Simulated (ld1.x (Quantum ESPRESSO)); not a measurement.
## PBE RRKJ dataset for copper (Cu), scalar-relativistic all-electron reference.

Cu, norm-conserving RRKJ (Kleinman–Bylander form), made with ld1.x (Quantum ESPRESSO) 7.5 (PBE, scalar-relativistic). Core [Ne], reference 3s2 3p6 3d10 4s1 4p0. Waves: 3s (bound): rc 0.65 bohr; 3p (bound): rc 1.05 bohr; 3d (bound): rc 1.00 bohr. Local part: the d channel. Core correction: Bessel-smoothed model core inside 0.45 bohr. rho0 = 0.02.

Occupied shells without a wave of their own: 4s. They enter only through the test configuration that unscreens the potential, and ld1.x also counts them in the model core charge.

All-electron outer shells of the reference configuration (PBE, scalar-relativistic, ld1.x):

| shell | level (eV) | outermost node (bohr) | outermost maximum (bohr) |
| --- | --- | --- | --- |
| 2s | -1062.47 | 0.07 | 0.20 |
| 2p | -916.98 | – | 0.16 |
| 3s | -114.70 | 0.29 | 0.61 |
| 3p | -72.14 | 0.26 | 0.62 |
| 3d | -5.04 | – | 0.60 |
| 4s | -4.61 | 0.89 | 2.27 |
| 4p | -0.70 | 0.97 | 3.65 |

(1) Estimate the cutoffs (Ry, on a coarse ladder) from which the occupation-weighted sum of valence levels, in a spherical-Bessel basis at the reference potential, stays within 10 and 1 mRy of its value at 400 Ry.

(2) Does the potential have ghost states?

(3) Which valence shell sets the plane-wave cutoff?

(4) Tests: 3s2 3p6 3d10 4s0 4p0; 3s2 3p6 3d9 4s0 4p0; 3s2 3p6 3d8 4s0 4p0; 3s2 3p6 3d9 4s1 4p1; 3s2 3p5 3d10 4s1 4p0; 3s2 3p6 3d9 4s1 4p0; 3s2 3p6 3d10 4s0 4p1. Which has the largest error in its energy relative to the reference configuration, and how large is it?

## Answers

(1) over 300 Ry and over 300 Ry.

(2) No extra level below or beside the all-electron valence levels (s, p, d, f tested).

(3) 3s: its level needs over 300 Ry to come within 1 mRy, against 230 Ry for 3d.

(4) 3s2 3p6 3d8 4s0 4p0, with -300 meV (all-electron minus pseudo) on +68.50 eV.

ld1.x takes every shell without a wave as core, so the model core holds the 4s electrons as well and exchange and correlation see them twice. This cancels in the reference configuration, but the file is broken for other ones, and its errors say nothing about a proper core correction.
